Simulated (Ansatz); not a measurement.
A run for Ansatz (a quantum-chemistry and plane-wave program): R-SVWN5/def2-TZVPP on N2 (SMILES N#N).

Ansatz 0.2 input:
```yaml
crystal:
  periodic: [false, false, false]
  atoms:
    - {symbol: N, position_ang: [-0.00000000, 0.00000000, -0.54545735]}
    - {symbol: N, position_ang: [0.00000000, -0.00000000, 0.54545735]}
basis:
  gaussian:
    orbitals: def2-TZVPP
hamiltonian:
  xc: {name: SVWN5}
scf: {lower_state_search: off}
```

Program output:

```
WARN ansatz: RAYON_NUM_THREADS=1 ignored (pool sized by the plan → 1); use --threads N
Functional definition: SVWN5
these checks for a lower state are left out or cut short: stability, starts, cluster_reference, orbital_swaps, neighbouring_geometries, increment
integrals: 0.01 GiB planned
310 factors; their error is unknown
mean field: 0.09 GiB planned
mean field evaluation 1: about -2955.7507 eV, gradient 3.2e1 eV
mean field evaluation 2: about -2955.9394 eV, gradient 3.0e1 eV
mean field evaluation 4: about -2957.6309 eV, gradient 8.2e-2 eV
mean field evaluation 8: about -2957.6270 eV, gradient 3.4e-4 eV
mean field -2957.62697554 eV, -108.6907865994 hartree, gradient 2.4e-7 eV, S^2 0.000000; 0 other end points of the search recorded, 0 dependent functions left out
reference -2957.62699547 eV, -108.6907873321 hartree; 7, 7 occupied and 55, 55 virtual orbitals, 310 factors
Total energy: -2957.62699547 eV, -108.6907873321 hartree
Checks for a lower state left out: stability, starts, cluster_reference, orbital_swaps, neighbouring_geometries, increment
```

The calculation finished and met its thresholds.

Cost: around 0.4 core-seconds (rough).
